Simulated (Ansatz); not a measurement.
C2H4Si, SMILES `C1C[Si]1` (charge 0, multiplicity 1).

Computed with frozen-core CCSD(T)/cc-pVTZ // B3LYP-D3(BJ)/def2-TZVP run with Ansatz (an electronic-structure program).

Ansatz 0.2 input:
```yaml
crystal:
  periodic: [false, false, false]
  atoms:
    - { symbol: C, position_ang: [-0.754184, -0.005017, -0.068052] }
    - { symbol: C, position_ang: [0.747788, -0.109149, 0.048464] }
    - { symbol: Si, position_ang: [0.092927, 1.658739, 0.28457] }
    - { symbol: H, position_ang: [-1.357856, -0.44615, 0.719968] }
    - { symbol: H, position_ang: [-1.200346, -0.151774, -1.047541] }
    - { symbol: H, position_ang: [1.157075, -0.620536, 0.915045] }
    - { symbol: H, position_ang: [1.314595, -0.326112, -0.852453] }
basis:
  gaussian: { orbitals: cc-pVTZ }
correlation:
  method: ccsd_t
```

Output:

```
Functional definition: HF
853 factors; integrals over basis functions are off by at most 1.0e-3 eV
mean field evaluation 1: about -9981.7455 eV, gradient 3.5e1 eV
mean field evaluation 2: about -9981.7505 eV, gradient 3.5e1 eV
mean field evaluation 4: about -9985.1238 eV, gradient 3.1e0 eV
mean field evaluation 8: about -9985.1764 eV, gradient 1.2e-1 eV
mean field evaluation 16: about -9985.1710 eV, gradient 4.5e-1 eV
mean field -9985.17645934 eV, -366.9484666849 hartree, gradient 7.3e-6 eV, S^2 0.000000; 0 other end points of the search recorded, 0 dependent functions left out; unrestricted orbitals would lower it
7 core orbitals not correlated
reference -9985.17645934 eV, -366.9484666849 hartree; 8, 8 occupied and 135, 135 virtual orbitals, 853 factors
second order -11.98935058 eV of doubles, -0.00000000 eV of singles
cycle   1  -12.44646161 eV  change   -4.6e-1 eV  update   8.2e-2
cycle   2  -12.81655453 eV  change   -3.7e-1 eV  update   2.9e-2
cycle   3  -12.87403608 eV  change   -5.7e-2 eV  update   1.3e-2
cycle   4  -12.86953112 eV  change    4.5e-3 eV  update   3.9e-3
cycle   5  -12.87019348 eV  change   -6.6e-4 eV  update   1.3e-3
cycle   6  -12.86983040 eV  change    3.6e-4 eV  update   4.6e-4
cycle   7  -12.86969192 eV  change    1.4e-4 eV  update   1.5e-4
cycle   8  -12.86974478 eV  change   -5.3e-5 eV  update   5.1e-5
cycle   9  -12.86973932 eV  change    5.5e-6 eV  update   1.5e-5
perturbative correction -0.58799972 eV, -0.0216085912 hartree
Total energy: -9998.63419838 eV, -367.4430294727 hartree
```
